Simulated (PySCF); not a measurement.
## Spinor energies of Tm⁵²⁺ (thulium, charge +52)

Start: [Ne] 3s2 3p5; 3p1/2 filled at m_j = +1/2; 3p3/2 filled at m_j = -3/2, -1/2, +1/2, +3/2. Calculated with PySCF 2.14 in an uncontracted even-tempered set (18 s from 14 bohr⁻², ratio 2.4; 14 p from 18 bohr⁻², ratio 2.4; 4 d from 68 bohr⁻², ratio 2.6; 4 f from 100 bohr⁻², ratio 2.6): generalised Hartree-Fock with the X2C-1e Hamiltonian and a Gaussian nucleus; one run each with spin-orbit coupling (SO) screened by Boettger's factors, then bare. This is a chosen level, not necessarily the ground level.

| spinor shell | electrons | ε, screened SO (eV) | ε, bare SO (eV) | weight of nominal j (bare SO) | rms radius, bare SO (bohr) |
| --- | --- | --- | --- | --- | --- |
| 1s1/2 | 2 | -63368.7 | -63368.1 | 1.000 | 0.0227 |
| 2s1/2 | 2 | -13750.2 | -13750.1 | 1.000 | 0.0906 |
| 2p1/2 | 2 | -13280.9 | -13305.6 | 1.000 | 0.0771 |
| 2p3/2 | 4 | -12283.3 | -12275.0 | 1.000 | 0.0838 |
| 3s1/2 | 2 | -5368.8 | -5368.8 | 1.000 | 0.219 |
| 3p1/2 | 1 | -5193.7 | -5200.0 | 1.000 | 0.208 |
| 3p3/2 | 4 | -4930.8 | -4928.6 | 1.000 | 0.220 |

```csv
quantity,screened SO,bare SO
E (hartree),-10879.83264,-10880.36512
M_J,1/2,1/2
⟨J²⟩,0.750,0.750
⟨L²⟩,2.029,2.031
⟨S²⟩,0.778,0.780
```

Each row is a mean over spinors that exchange with the open shell spreads, by up to 18.679 eV (2p1/2).

Breit and QED terms are absent; they matter most for the inner s and p1/2 levels.

Densities and radii are taken from the X2C orbitals without a picture-change correction, which distorts them close to the nucleus.
